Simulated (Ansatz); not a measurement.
## Worked example: SiH3Cl + C3H8Si → SiH4 + C3H7ClSi

Gas-phase species: SiH3Cl (chlorosilane) `[SiH3]Cl`, singlet; C3H8Si (prop-2-enylsilane) `C=CC[SiH3]`, singlet; SiH4 (silane) `[SiH4]`, singlet; C3H7ClSi `C=CC[SiH2]Cl`, singlet. The partners trade Cl for H; both sit on Si, so the bond types are kept.

Shapes, held fixed at every level: PBE0-D4/def2-TZVP. Flexible molecules stand in one conformer, not always the lowest. Programs: Ansatz 0.2.0. Electronic energies: no zero-point or thermal term.

At CCSD(T)/CBS estimate; 1 Eh = 2625.50 kJ/mol:

| species | energy (Eh) |
| --- | --- |
| SiH3Cl | -750.696358 |
| C3H8Si | -408.021787 |
| SiH4 | -291.463062 |
| C3H7ClSi | -867.261441 |

Q: Work out ΔE of the reaction at this level.

A: 
1. Products less reactants: (-291.463062) + (-867.261441) − [(-750.696358) + (-408.021787)] = -0.006358 Eh = -16.7 kJ/mol.

Other levels give -19.2 (r2SCAN-D4/def2-TZVPP) to -16.8 kJ/mol (wB97X-V/def2-TZVPP). No measured value is set beside it here. The CBS estimate extrapolates MP2 from def2-TZVPP and def2-QZVPP and adds CCSD(T) − MP2 in the triple-zeta set, cores frozen.
